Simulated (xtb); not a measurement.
Cl3Nd (SMILES [Cl][Nd]([Cl])[Cl]), quartet, at a GFN2-xTB geometry (such geometries of metal compounds can be far from the true shape) (GFN-xTB holds the 4f electrons in the core, so unpaired electrons go into valence orbitals and the state isn't the physical one), atoms displaced at random by about 0.05 Å a coordinate; GFN2-xTB with ALPB(hexane) in xtb.

xtb was given this input:
```
$ xtb mol.xyz --gfn 2 --uhf 3 --opt --alpb hexane --json

# file mol.xyz
4

Nd    -0.48467609     0.26816961    -0.20014897
Cl    -1.38129005    -2.03561155     0.34490424
Cl     1.14186903     2.25107719    -0.40521715
Cl     1.45868338    -0.93870444     0.81927456
```

The log (banner, timings and long lists left out):

```
   ID    Z sym.   atoms
    1   60 Nd     1
    2   17 Cl     2-4

           -------------------------------------------------
          |                Calculation Setup                |
           -------------------------------------------------

           -------------------------------------------------
          |                 G F N 2 - x T B                 |
           -------------------------------------------------

      * Solvation model:               ALPB
        Solvent                        hexane
        Parameter file                 internal GFN2-xTB/ALPB
        Dielectric constant                1.8800E+00
        Reference state                gsolv [1 M gas/solution]
        Free energy shift                  4.8134E-03 Eh       3.0204E+00 kcal/mol
        Temperature                        2.9815E+02 K
        Density                            6.6000E-01 kg/L
        Solvent mass                       8.6180E+01 g/mol
        Interaction kernel             P16
        Born radius scaling (c1)           1.1040E+00
        Born radii integrator          GBOBC
        Born offset                        0.0000E+00 a0       0.0000E+00 AA
        H-bond correction              false
        Ion screening                  false
        Surface tension                    1.0000E-05 Eh       1.5569E+01 dyn/cm
        Grid points                               230 per atom

          ...................................................
          :                      SETUP                      :
          :.................................................:
          :  # basis functions                  40          :
          :  # atomic orbitals                  36          :
          :  # shells                           12          :
          :  # electrons                        24          :
          :  max. iterations                   250          :
          :  Hamiltonian                  GFN2-xTB          :
          :  restarted?                      false          :
          :  GBSA solvation                   true          :
          :  PC potential                    false          :
          :  electronic temp.          300.0000000     K    :
          :  accuracy                    1.0000000          :
          :  -> integral cutoff          0.2500000E+02      :
          :  -> integral neglect         0.1000000E-07      :
          :  -> SCF convergence          0.1000000E-05 Eh   :
          :  -> wf. convergence          0.1000000E-03 e    :
          :  Broyden damping             0.4000000          :
          :  net charge                          0          :
          :  unpaired electrons                  3          :
          ...................................................

 iter      E             dE          RMSdq      gap      omega  full diag
   1     -0.6789275 -0.678928E+00  0.547E+01    0.08       0.0  T
   2    -12.7274556 -0.120485E+02  0.292E+01    0.01       1.0  T
   3    -14.0956067 -0.136815E+01  0.225E+01    0.04       1.0  T
   4    -14.2120342 -0.116428E+00  0.215E+01    0.03       1.0  T
   5    -14.2138210 -0.178681E-02  0.215E+01    0.03       1.0  T
   6    -14.2012562  0.125649E-01  0.217E+01    0.03       1.0  T
   7    -14.4316430 -0.230387E+00  0.167E+01    0.05       1.0  T
   8    -14.4233159  0.832706E-02  0.168E+01    0.05       1.0  T
   9    -14.4400421 -0.167262E-01  0.163E+01    0.05       1.0  T
  10    -14.5233219 -0.832798E-01  0.133E+01    0.08       1.0  T
  11    -14.6873898 -0.164068E+00  0.924E+00    0.11       1.0  T
  12    -14.6788954  0.849433E-02  0.873E+00    0.09       1.0  T
  13    -14.7509467 -0.720512E-01  0.679E+00    0.11       1.0  T
  14    -14.7599320 -0.898528E-02  0.644E+00    0.10       1.0  T
  15    -14.7535864  0.634556E-02  0.636E+00    0.10       1.0  T
  16    -14.7774718 -0.238854E-01  0.458E+00    0.09       1.0  T
  17    -14.7754163  0.205553E-02  0.479E+00    0.09       1.0  T
  18    -14.7780595 -0.264316E-02  0.373E+00    0.09       1.0  T
  19    -14.7787765 -0.717038E-03  0.355E+00    0.09       1.0  T
  20    -14.7791786 -0.402119E-03  0.288E+00    0.09       1.0  T
  21    -14.7801102 -0.931538E-03  0.277E+00    0.09       1.0  T
  22    -14.7803049 -0.194719E-03  0.275E+00    0.09       1.0  T
  23    -14.7844842 -0.417931E-02  0.230E+00    0.09       1.0  T
  24    -14.7910334 -0.654924E-02  0.144E+00    0.09       1.0  T
  25    -14.7912476 -0.214112E-03  0.161E+00    0.09       1.0  T
  26    -14.7955151 -0.426757E-02  0.642E-01    0.09       1.0  T
  27    -14.7960442 -0.529023E-03  0.448E-01    0.09       1.0  T
  28    -14.7920800  0.396411E-02  0.155E+00    0.09       1.0  T
  29    -14.7947171 -0.263706E-02  0.954E-01    0.09       1.0  T
  30    -14.7958528 -0.113569E-02  0.541E-01    0.09       1.0  T
  31    -14.7964228 -0.569974E-03  0.240E-01    0.09       1.0  T
  32    -14.7963070  0.115774E-03  0.343E-01    0.09       1.0  T
  33    -14.7961877  0.119262E-03  0.413E-01    0.09       1.0  T
  34    -14.7963464 -0.158674E-03  0.268E-01    0.09       1.0  T
  35    -14.7964510 -0.104546E-03  0.115E-01    0.09       1.0  T
  36    -14.7964688 -0.178364E-04  0.657E-02    0.09       1.0  T
  37    -14.7964771 -0.830492E-05  0.279E-02    0.09       1.8  T
  38    -14.7964782 -0.106293E-05  0.316E-02    0.09       1.6  T
  39    -14.7964787 -0.500212E-06  0.185E-02    0.09       2.7  T
  40    -14.7964787 -0.265660E-07  0.140E-02    0.09       3.6  T
  41    -14.7964788 -0.153424E-06  0.815E-03    0.09       6.1  T
  42    -14.7964789 -0.727150E-07  0.584E-03    0.09       8.6  T
  43    -14.7964790 -0.512500E-07  0.213E-03    0.09      23.5  T
  44    -14.7964790 -0.214150E-08  0.177E-03    0.09      28.2  T
  45    -14.7964790 -0.875202E-08  0.844E-04    0.09      59.2  T
  46    -14.7964790 -0.117839E-08  0.292E-04    0.09     171.5  T

   *** convergence criteria satisfied after 46 iterations ***

[...]
         :: total energy             -14.790276893518 Eh    ::
 * total energy  :   -14.7902769 Eh     change       -0.3646683E-10 Eh
 * total energy  :   -14.7907835 Eh     change       -0.5066223E-03 Eh
 * total energy  :   -14.7916320 Eh     change       -0.8484483E-03 Eh
 * total energy  :   -14.7916799 Eh     change       -0.4797413E-04 Eh
 * total energy  :   -14.7917110 Eh     change       -0.3110475E-04 Eh
 * total energy  :   -14.7917289 Eh     change       -0.1787423E-04 Eh
 * total energy  :   -14.7917256 Eh     change        0.3363736E-05 Eh
 * total energy  :   -14.7917324 Eh     change       -0.6830280E-05 Eh
 * total energy  :   -14.7917325 Eh     change       -0.6836664E-07 Eh
   *** GEOMETRY OPTIMIZATION CONVERGED AFTER 9 ITERATIONS ***
[...]
   3    -14.8014211 -0.198074E-09  0.283E-05    0.08    1764.4  T

   *** convergence criteria satisfied after 3 iterations ***

         :::::::::::::::::::::::::::::::::::::::::::::::::::::
         ::                     SUMMARY                     ::
         :::::::::::::::::::::::::::::::::::::::::::::::::::::
         :: total energy             -14.791732452216 Eh    ::
         :: total w/o Gsasa/hb       -14.788755338124 Eh    ::
         :: gradient norm              0.000028081724 Eh/a0 ::
         :: HOMO-LUMO gap              0.083754594949 eV    ::
         ::.................................................::
         :: SCC energy               -14.801420318513 Eh    ::
         :: -> isotropic ES            0.026536329064 Eh    ::
         :: -> anisotropic ES          0.002482848536 Eh    ::
         :: -> anisotropic XC         -0.016157452187 Eh    ::
         :: -> dispersion             -0.003583503842 Eh    ::
         :: -> Gsolv                  -0.003938850370 Eh    ::
         ::    -> Gelec               -0.000961736278 Eh    ::
         ::    -> Gsasa               -0.007790469912 Eh    ::
         ::    -> Ghb                  0.000000000000 Eh    ::
         ::    -> Gshift               0.004813355820 Eh    ::
         :: repulsion energy           0.009687866298 Eh    ::
         :: add. restraining           0.000000000000 Eh    ::
         :: total charge              -0.000000000000 e     ::
         :::::::::::::::::::::::::::::::::::::::::::::::::::::

           -------------------------------------------------
          |                Property Printout                |
           -------------------------------------------------

    * Orbital Energies and Occupations

         #    Occupation            Energy/Eh            Energy/eV
      -------------------------------------------------------------
         1        2.0000           -1.1302022             -30.7544
         2        2.0000           -1.1074071             -30.1341
         3        2.0000           -1.0681914             -29.0670
         4        2.0000           -0.5118176             -13.9273
         5        2.0000           -0.4862775             -13.2323
         6        2.0000           -0.4728359             -12.8665
         7        2.0000           -0.4650533             -12.6547
         8        2.0000           -0.4512272             -12.2785
         9        1.9999           -0.4498778             -12.2418
        10        1.9720           -0.4444962             -12.0954
        11        1.9583           -0.4441025             -12.0846
        12        1.0698           -0.4386643             -11.9367
        13        0.7984           -0.3555997              -9.6764 (HOMO)
        14        0.1343           -0.3525218              -9.5926 (LUMO)
        15        0.0634           -0.3517340              -9.5712
        16        0.0038           -0.3489957              -9.4967
        17        0.0000           -0.3443565              -9.3704
        18                         -0.2306673              -6.2768
        19                         -0.0906359              -2.4663
        20                         -0.0019106              -0.0520
        21                         -0.0015202              -0.0414
        22                         -0.0013354              -0.0363
        23                         -0.0007325              -0.0199
        24                          0.0002573               0.0070
       ...                                ...                  ...
        36                          0.7823563              21.2890
      -------------------------------------------------------------
                  HL-Gap            0.0030779 Eh            0.0838 eV
             Fermi-level           -0.3977083 Eh          -10.8222 eV

     #   Z          covCN         q      C6AA      α(0)
     1  60 Nd       2.135     0.300   441.951    45.352
     2  17 Cl       0.802    -0.035   100.158    15.310
     3  17 Cl       0.712    -0.160   103.816    15.584
     4  17 Cl       0.804    -0.105   102.321    15.474

 Mol. C6AA /au·bohr⁶  :       2584.686014
 Mol. C8AA /au·bohr⁸  :     265259.685478
 Mol. α(0) /au        :         91.719759

Wiberg/Mayer (AO) data.
largest (>0.10) Wiberg bond orders for each atom

 ---------------------------------------------------------------------------
     #   Z sym  total        # sym  WBO       # sym  WBO       # sym  WBO
 ---------------------------------------------------------------------------
     1  60 Nd   2.647 --     3 Cl   0.968     2 Cl   0.852     4 Cl   0.827
     2  17 Cl   1.353 --     1 Nd   0.852     4 Cl   0.318     3 Cl   0.183
     3  17 Cl   1.313 --     1 Nd   0.968     2 Cl   0.183     4 Cl   0.162
     4  17 Cl   1.306 --     1 Nd   0.827     2 Cl   0.318     3 Cl   0.162
 ---------------------------------------------------------------------------

Topologies differ in total number of bonds
Writing topology from bond orders to xtbtopo.mol

molecular dipole:
                 x           y           z       tot (Debye)
 q only:       -0.732      -0.186      -0.157
   full:       -1.121       0.338      -0.462       3.199
molecular quadrupole (traceless):
                xx          xy          yy          xz          yz          zz
 q only:        0.558      -1.965      -2.802      -0.065       1.362       2.244
  q+dip:        1.646      -4.509      -5.234       0.705       2.004       3.587
   full:        2.170      -6.066      -8.721       0.237       4.149       6.551

optimized geometry written to: xtbopt.xyz

           -------------------------------------------------
          | TOTAL ENERGY              -14.791732452216 Eh   |
          | GRADIENT NORM               0.000028081724 Eh/α |
          | HOMO-LUMO GAP               0.083754594949 eV   |
           -------------------------------------------------

normal termination of xtb
```
